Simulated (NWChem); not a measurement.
System: SiN2H4, singlet; SMILES N[Si]N

Here is an NWChem input.

```
start job
memory heap 200 mb stack 900 mb global 1100 mb
geometry units angstroms noautosym nocenter noautoz
  Si     0.000000     0.000000    -0.667003
  N      1.334271     0.000000     0.456442
  H      1.302595     0.000000     1.481550
  H      2.296349     0.000000     0.111730
  N     -1.334271     0.000000     0.456442
  H     -2.296349     0.000000     0.111730
  H     -1.302595     0.000000     1.481550
end
basis spherical
  Si library 6-31g*
  N library 6-31g*
  H library 6-31g*
end
dft
  xc m05-2x
  iterations 150
end
cosmo
  do_cosmo_smd true
  solvent dmso
end
task dft energy
```

Parts of the log:

```
             Northwest Computational Chemistry Package (NWChem) 7.3.0
             --------------------------------------------------------

                             Geometry "geometry" -> ""
                             -------------------------

 Output coordinates in angstroms (scale by  1.889725989 to convert to a.u.)

  No.       Tag          Charge          X              Y              Z
 ---- ---------------- ---------- -------------- -------------- --------------
    1 Si                  14.0000     0.00000000     0.00000000    -0.66700300
    2 N                    7.0000     1.33427100     0.00000000     0.45644200
    3 H                    1.0000     1.30259500     0.00000000     1.48155000
    4 H                    1.0000     2.29634900     0.00000000     0.11173000
    5 N                    7.0000    -1.33427100     0.00000000     0.45644200
    6 H                    1.0000    -2.29634900     0.00000000     0.11173000
    7 H                    1.0000    -1.30259500     0.00000000     1.48155000

 Effective nuclear repulsion energy (a.u.)     101.5291983813

                                 NWChem DFT Module
                                 -----------------

 Summary of "ao basis" -> "ao basis" (spherical)
 ------------------------------------------------------------------------------
       Tag                 Description            Shells   Functions and Types
 ---------------- ------------------------------  ------  ---------------------
 Si                          6-31g*                  8       18   4s3p1d
 N                           6-31g*                  6       14   3s2p1d
 H                           6-31g*                  2        2   2s

 in cosmo_initialize ...
 calling solv_data for solv:dmso

 solvent parameters
 solvname_short: dmso
 solvname_long:  dimethylsulfoxide
 dielec:       46.8260
 dielecinf:     2.0079
 nonaqueous SMD model solvent descriptors
 dielec:       46.8260
 sola:          0.0000
 solb:          0.8800
 solc:          0.0000
 solg:         61.7800
 solh:          0.0000
 soln:          1.4170

          ---------------
          -cosmo- solvent
          ---------------
 Cosmo: York-Karplus, doi: 10.1021/jp992097l
 dielectric constant -eps-     =  46.83
 screen = (eps-1)/(eps    )    =   0.97864
 surface charge correction     = lagrangian

   van der Waals surface
 --------------------------

 ---------- ATOMIC COORDINATES (A.U.) ------------ VDWR(ANG.) --
     1    0.00000000    0.00000000   -1.26045290     2.470
     2    2.52140658    0.00000000    0.86255031     1.890
     3    2.46154762    0.00000000    2.79972354     1.200
     4    4.33947038    0.00000000    0.21113908     1.200
     5   -2.52140658    0.00000000    0.86255031     1.890
     6   -4.33947038    0.00000000    0.21113908     1.200
     7   -2.46154762    0.00000000    2.79972354     1.200
 number of segments per atom =        128
 number of   points per atom =        128
 atom (   nspa,  nppa )
 ----------------------
    1 (     88,     0 )       0
    2 (     56,     0 )       0
    3 (     42,     0 )       0
    4 (     46,     0 )       0
    5 (     56,     0 )       0
    6 (     46,     0 )       0
    7 (     42,     0 )       0
 number of -cosmo- surface points =      376
 molecular surface =     97.093 angstrom**2
 molecular volume  =     91.191 angstrom**3
 -lineq- algorithm             =   0
 -bem- low  level              =   3
 -bem- from -octahedral-
 gaussian surface charge width =   4.50000
 degree of switching           =   1.00000
 switching function tolerance  =   0.00010
 atomic radii =
 --------------
    1 14.000  2.470
    2  7.000  1.890
    3  1.000  1.200
    4  1.000  1.200
    5  7.000  1.890
    6  1.000  1.200
    7  1.000  1.200
 ...... end of -cosmo- initialization ......

 nat:                     7
 ixmem:                  2814
 calling mnsol_interface()
 G(SMD-CDS) energy (kcal/mol)  =     2.045
 SMD-CDS SASA (angstrom**2)    =   118.576

[...]

                                COSMO-SMD solvation results
                                ---------------------------

             internal energy in gas <Psi(g)|H|Psi(g)> =      -401.379900931300
         internal energy in solvent <Psi(s)|H|Psi(s)> =      -401.378335426199
                               delta internal energy  =         0.001565505101 (    0.98 kcal/mol)
   total free energy in solvent <Psi(s)|H+V/2|Psi(s)> =      -401.391979818276
 polarization energy contribution <Psi(s)|V/2|Psi(s)> =        -0.013644392077 (   -8.56 kcal/mol)
    total free energy in solvent including G(SMD-CDS) =      -401.388721272932
                       G(SMD-CDS) energy contribution =         0.003258545344 (    2.04 kcal/mol)
     1 M fixed-concentration free energy of solvation =        -0.008820341632 (   -5.53 kcal/mol)

                       DFT Final Molecular Orbital Analysis
                       ------------------------------------

 Vector   14  Occ=2.000000D+00  E=-3.585466D-01
              MO Center=  9.2D-08,  1.3D-09,  2.6D-01, r^2= 2.6D+00
   Bfn.  Coefficient  Atom+Function         Bfn.  Coefficient  Atom+Function
  ----- ------------  ---------------      ----- ------------  ---------------
    22      0.356011  2 N  py                40      0.356011  5 N  py
    26      0.305890  2 N  py                44      0.305890  5 N  py
     8      0.234066  1 Si py                12      0.142134  1 Si py
     4     -0.102435  1 Si py                15      0.044797  1 Si d -1

 Vector   15  Occ=2.000000D+00  E=-3.035309D-01
              MO Center= -9.0D-08, -5.7D-11,  4.3D-01, r^2= 2.6D+00
   Bfn.  Coefficient  Atom+Function         Bfn.  Coefficient  Atom+Function
  ----- ------------  ---------------      ----- ------------  ---------------
    22      0.414838  2 N  py                40     -0.414838  5 N  py
    26      0.393002  2 N  py                44     -0.393002  5 N  py
    14      0.069062  1 Si d -2

 Vector   16  Occ=2.000000D+00  E=-2.803637D-01
              MO Center= -7.9D-09,  5.5D-09, -1.0D+00, r^2= 2.3D+00
   Bfn.  Coefficient  Atom+Function         Bfn.  Coefficient  Atom+Function
  ----- ------------  ---------------      ----- ------------  ---------------
    10      0.493643  1 Si s                  9     -0.397651  1 Si pz
     6      0.391204  1 Si s                 13     -0.208309  1 Si pz
     2     -0.186482  1 Si s                 24     -0.169218  2 N  s
    42     -0.169218  5 N  s                  5      0.162164  1 Si pz
    23      0.139404  2 N  pz                41      0.139404  5 N  pz

 Vector   17  Occ=0.000000D+00  E= 2.420459D-02
              MO Center= -1.6D-09, -5.1D-09, -6.2D-01, r^2= 3.3D+00
   Bfn.  Coefficient  Atom+Function         Bfn.  Coefficient  Atom+Function
  ----- ------------  ---------------      ----- ------------  ---------------
    12      0.696947  1 Si py                 8      0.475343  1 Si py
    26     -0.321811  2 N  py                44     -0.321811  5 N  py
    22     -0.226225  2 N  py                40     -0.226225  5 N  py
     4     -0.178451  1 Si py                15     -0.047971  1 Si d -1

 Vector   18  Occ=0.000000D+00  E= 7.811343D-02
              MO Center=  9.3D-09, -1.1D-10, -8.6D-01, r^2= 4.6D+00
   Bfn.  Coefficient  Atom+Function         Bfn.  Coefficient  Atom+Function
  ----- ------------  ---------------      ----- ------------  ---------------
    11      1.124639  1 Si px                24     -0.691787  2 N  s
    42      0.691787  5 N  s                  7      0.293259  1 Si px
    34      0.207058  3 H  s                 54     -0.207058  7 H  s
     3     -0.112711  1 Si px                27      0.105948  2 N  pz
    45     -0.105948  5 N  pz                20     -0.096746  2 N  s

 Vector   19  Occ=0.000000D+00  E= 1.260570D-01
              MO Center= -1.7D-08,  2.3D-09,  3.0D-01, r^2= 5.3D+00
   Bfn.  Coefficient  Atom+Function         Bfn.  Coefficient  Atom+Function
  ----- ------------  ---------------      ----- ------------  ---------------
    24     -1.061291  2 N  s                 42     -1.061291  5 N  s
    13      1.045431  1 Si pz                10      0.981441  1 Si s
    36      0.309065  4 H  s                 52      0.309065  6 H  s
    34      0.300833  3 H  s                 54      0.300833  7 H  s
     9      0.141503  1 Si pz                25      0.130516  2 N  px

     Multipole analysis of the density
     ---------------------------------

     L   x y z        total         alpha         beta         nuclear
     -   - - -        -----         -----         ----         -------
     0   0 0 0     -0.000000    -16.000000    -16.000000     32.000000

     1   1 0 0      0.000000      0.000000      0.000000      0.000000
     1   0 1 0     -0.000000     -0.000000     -0.000000      0.000000
     1   0 0 1      1.196492      0.372701      0.372701      0.451089

     2   2 0 0    -13.235782    -76.010549    -76.010549    138.785316
     2   1 1 0      0.000000      0.000000      0.000000      0.000000
     2   1 0 1     -0.000000     -0.000000     -0.000000      0.000000
     2   0 2 0    -20.897439    -10.448720    -10.448720      0.000000
     2   0 1 1      0.000000      0.000000      0.000000      0.000000
     2   0 0 2    -18.884396    -33.654372    -33.654372     48.424347
```

Level: M05-2X/6-31G* (spherical d), SMD on the gas-phase geometry. Low-valent species are run as closed-shell singlets; no triplet was tried in these runs. Coordinates come from a PBE-D3(BJ)/def2-SVP optimisation. Solvent: dimethyl sulfoxide.
